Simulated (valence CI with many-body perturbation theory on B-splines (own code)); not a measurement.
**Forbidden lines of Hf32+**

Method: relativistic CI+MBPT: four valence electrons over a frozen Dirac-Fock core [Kr], a basis of 9 s, 9 p, 10 d, 8 f, 5 g, 3 h, 1 i functions for each j, with the one-electron correlation potential Σ1 (screened to all orders), the two-electron term Σ2, the three-electron term Σ3, Breit, model QED; selected single and double excitations, second order for the rest (own B-spline code, finite nucleus).

The last digits are not significant, and no measured levels were compared; by estimate large intervals hold to a few tenths of a per cent, small ones and those within an open d or f shell to about a per cent. Only levels of the ground parity were solved; by the run's estimate the other parity begins above the list, which can be wrong where configurations are misplaced.

Lines 51 to 100 of 119 in falling wavelength, among levels below 79.831 eV, chosen from the decays that carry over 1 % of a level's rate. Wavelengths and rates use the calculated energies. Electric multipoles are in the length gauge, E1 and E2 with the static RPA response of the core. Weak lines are less certain than strong ones. Lines between different terms over intervals too small for the method are left out, as are lines whose strength nearly cancels. The highest levels of a list are the least certain. Branching is blank where the lifetime is uncertain.

Levels are named by their leading jj configuration (3d3/2^4 stands for four electrons in 3d with j = 3/2), which in mixed levels can hold well under half, so a name can repeat and another be missing. Letters in brackets count levels of one name in rising energy.

| λ vac (Å) | Upper | Lower | Type | A (s⁻¹) | Branch % |
| --- | --- | --- | --- | --- | --- |
| 792.9 | (4d3/2^2 4d5/2^2) J=3 [b] | (4d3/2^3 4d5/2) J=3 | M1 | 3.18e+03 |  |
| 792.6 | (4d3/2 4d5/2^3) J=4 [a] | (4d3/2^2 4d5/2^2) J=3 [a] | M1 | 1.62e+04 | 25.5 |
| 791.7 | (4d3/2 4d5/2^3) J=2 [a] | (4d3/2^2 4d5/2^2) J=2 [b] | M1 | 1.44e+04 | 21.4 |
| 791.0 | (4d3/2 4d5/2^3) J=3 [a] | (4d3/2^2 4d5/2^2) J=3 [a] | M1 | 2.84e+04 | 37.0 |
| 790.1 | (4d3/2^2 4d5/2^2) J=4 [b] | (4d3/2^3 4d5/2) J=3 | M1 | 5.56e+03 | 88.1 |
| 784.5 | (4d3/2^2 4d5/2^2) J=2 [d] | (4d3/2^2 4d5/2^2) J=2 [a] | M1 | 1.42e+02 | 2.9 |
| 780.8 | (4d3/2^2 4d5/2^2) J=0 [b] | (4d3/2^2 4d5/2^2) J=1 | M1 | 2.34e+04 |  |
| 775.0 | (4d3/2 4d5/2^3) J=5 | (4d3/2^2 4d5/2^2) J=5 | M1 | 1.05e+04 | 28.7 |
| 769.6 | (4d3/2^2 4d5/2^2) J=2 [b] | (4d3/2^3 4d5/2) J=3 | M1 | 1.11e+02 | 1.3 |
| 768.5 | (4d3/2 4d5/2^3) J=2 [a] | (4d3/2^2 4d5/2^2) J=3 [b] | M1 | 1.88e+04 | 28.0 |
| 765.7 | (4d3/2 4d5/2^3) J=4 [a] | (4d3/2^2 4d5/2^2) J=4 [a] | M1 | 4.39e+04 | 69.1 |
| 761.0 | (4d3/2^2 4d5/2^2) J=2 [a] | (4d3/2^3 4d5/2) J=1 | M1 | 4.03e+04 | 81.3 |
| 760.7 | (4d3/2 4d5/2^3) J=4 [b] | (4d3/2^2 4d5/2^2) J=4 [c] | M1 | 1.45e+04 | 26.2 |
| 757.6 | (4d3/2 4d5/2^3) J=3 [b] | (4d3/2^2 4d5/2^2) J=2 [b] | M1 | 8.48e+03 | 17.6 |
| 756.6 | (4d5/2^4) J=4 | (4d3/2 4d5/2^3) J=5 | M1 | 1.34e+04 | 12.4 |
| 750.9 | (4d3/2 4d5/2^3) J=6 | (4d3/2^2 4d5/2^2) J=5 | M1 | 1.78e+04 | 55.0 |
| 750.3 | (4d3/2 4d5/2^3) J=3 [a] | (4d3/2^2 4d5/2^2) J=2 [a] | M1 | 4.15e+04 | 54.2 |
| 741.5 | (4d3/2^3 4d5/2) J=2 | (4d3/2^4) J=0 | E2 | 1.26e+01 | 1.0 |
| 738.8 | (4d3/2 4d5/2^3) J=3 [b] | (4d3/2^2 4d5/2^2) J=4 [b] | M1 | 6.20e+03 | 12.9 |
| 737.6 | (4d3/2 4d5/2^3) J=3 [c] | (4d3/2^2 4d5/2^2) J=2 [c] | M1 | 1.15e+04 |  |
| 737.4 | (4d3/2 4d5/2^3) J=1 [b] | (4d3/2^2 4d5/2^2) J=2 [c] | M1 | 1.66e+04 | 27.2 |
| 736.4 | (4d3/2 4d5/2^3) J=3 [b] | (4d3/2^2 4d5/2^2) J=3 [b] | M1 | 1.79e+04 | 37.1 |
| 726.9 | (4d3/2^2 4d5/2^2) J=3 [b] | (4d3/2^3 4d5/2) J=4 | M1 | 1.67e+04 |  |
| 726.3 | (4d3/2^2 4d5/2^2) J=3 [b] | (4d3/2^3 4d5/2) J=2 | M1 | 8.65e+02 |  |
| 724.5 | (4d3/2^2 4d5/2^2) J=4 [b] | (4d3/2^3 4d5/2) J=4 | M1 | 2.38e+02 | 3.8 |
| 706.7 | (4d3/2^2 4d5/2^2) J=2 [b] | (4d3/2^3 4d5/2) J=2 | M1 | 5.83e+03 | 66.4 |
| 694.1 | (4d3/2 4d5/2^3) J=2 [a] | (4d3/2^2 4d5/2^2) J=1 | M1 | 9.91e+03 | 14.8 |
| 677.5 | (4d3/2 4d5/2^3) J=1 [a] | (4d3/2^2 4d5/2^2) J=2 [a] | M1 | 3.78e+04 | 37.6 |
| 676.0 | (4d3/2 4d5/2^3) J=5 | (4d3/2^2 4d5/2^2) J=4 [a] | M1 | 5.83e+03 | 16.0 |
| 670.0 | (4d5/2^4) J=4 | (4d3/2 4d5/2^3) J=3 [a] | M1 | 3.43e+04 | 31.8 |
| 668.9 | (4d5/2^4) J=4 | (4d3/2 4d5/2^3) J=4 [a] | M1 | 4.84e+04 | 44.8 |
| 664.9 | (4d3/2 4d5/2^3) J=2 [b] | (4d3/2^2 4d5/2^2) J=2 [c] | M1 | 1.70e+04 | 37.0 |
| 648.8 | (4d3/2 4d5/2^3) J=1 [a] | (4d3/2^2 4d5/2^2) J=0 [a] | M1 | 3.74e+04 | 37.2 |
| 602.0 | (4d3/2^2 4d5/2^2) J=2 [c] | (4d3/2^3 4d5/2) J=3 | M1 | 3.69e+04 | 75.4 |
| 597.6 | (4d3/2 4d5/2^3) J=2 [a] | (4d3/2^2 4d5/2^2) J=3 [a] | M1 | 1.91e+04 | 28.4 |
| 582.1 | (4d3/2 4d5/2^3) J=1 [b] | (4d3/2^2 4d5/2^2) J=2 [b] | M1 | 1.38e+03 | 2.3 |
| 578.0 | (4d3/2 4d5/2^3) J=3 [b] | (4d3/2^2 4d5/2^2) J=3 [a] | M1 | 5.65e+03 | 11.7 |
| 571.0 | (4d3/2 4d5/2^3) J=3 [c] | (4d3/2^2 4d5/2^2) J=4 [b] | M1 | 1.82e+03 |  |
| 568.3 | (4d3/2^2 4d5/2^2) J=4 [c] | (4d3/2^3 4d5/2) J=3 | M1 | 1.15e+04 | 63.4 |
| 563.5 | (4d3/2 4d5/2^3) J=3 [b] | (4d3/2^2 4d5/2^2) J=4 [a] | M1 | 6.75e+03 | 14.0 |
| 562.8 | (4d3/2^2 4d5/2^2) J=2 [c] | (4d3/2^3 4d5/2) J=2 | M1 | 1.05e+04 | 21.4 |
| 557.8 | (4d3/2^2 4d5/2^2) J=2 [b] | (4d3/2^3 4d5/2) J=1 | M1 | 2.08e+03 | 23.7 |
| 556.0 | (4d3/2 4d5/2^3) J=3 [b] | (4d3/2^2 4d5/2^2) J=2 [a] | M1 | 1.18e+03 | 2.5 |
| 555.0 | (4d3/2 4d5/2^3) J=0 | (4d3/2^2 4d5/2^2) J=1 | M1 | 2.26e+04 |  |
| 551.5 | (4d3/2 4d5/2^3) J=4 [b] | (4d3/2^2 4d5/2^2) J=3 [b] | M1 | 1.37e+04 | 24.8 |
| 535.9 | (4d3/2 4d5/2^3) J=2 [b] | (4d3/2^2 4d5/2^2) J=2 [b] | M1 | 1.58e+03 | 3.4 |
| 527.5 | (4d3/2 4d5/2^3) J=1 [b] | (4d3/2^2 4d5/2^2) J=1 | M1 | 8.46e+03 | 13.9 |
| 525.2 | (4d3/2 4d5/2^3) J=2 [b] | (4d3/2^2 4d5/2^2) J=3 [b] | M1 | 5.03e+03 | 10.9 |
| 490.1 | (4d3/2 4d5/2^3) J=4 [b] | (4d3/2^2 4d5/2^2) J=5 | M1 | 1.94e+04 | 35.2 |
| 489.3 | (4d3/2 4d5/2^3) J=2 [b] | (4d3/2^2 4d5/2^2) J=1 | M1 | 8.59e+03 | 18.7 |
